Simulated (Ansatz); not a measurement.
Species: trifluoro(methyl)silane, CH₃F₃Si (charge 0, singlet). 
Geometry from a B3LYP-D3(BJ)/def2-TZVP (Ansatz, a program for electronic structure) optimisation:
```xyz
8

Si     0.0359     0.0000    -0.0011
F      0.6098     1.3926    -0.4934
F      0.5927    -1.1086    -0.9871
F      0.6652    -0.2858     1.4249
C     -1.7960     0.0018     0.0534
H     -2.2085     0.2000    -0.9369
H     -2.1581     0.7710     0.7369
H     -2.1700    -0.9647     0.3943
```
Charge 0, spin multiplicity 1.

Parts of the frozen-core correlation energy in cc-pV(Q+d)Z (Ansatz, hartree). Frozen orbitals: 9; correlated occupied orbitals by spin: 16 and 16; virtual: 349 and 349. No spin-orbit coupling. Non-relativistic.

```tsv
term	value
reference (HF)	-627.28957
MP2 opposite-spin	[?]
MP2 same-spin	[?]
CCSD correlation	-1.14440
(T)	[?]
T1 diagnostic	0.011
largest doubles amplitude	0.022
```

**Question.** Some entries are withheld; supply them.

**Answer.** 
- MP2 opposite-spin, value: -0.85709
- MP2 same-spin, value: -0.27882
- (T), value: -0.03735
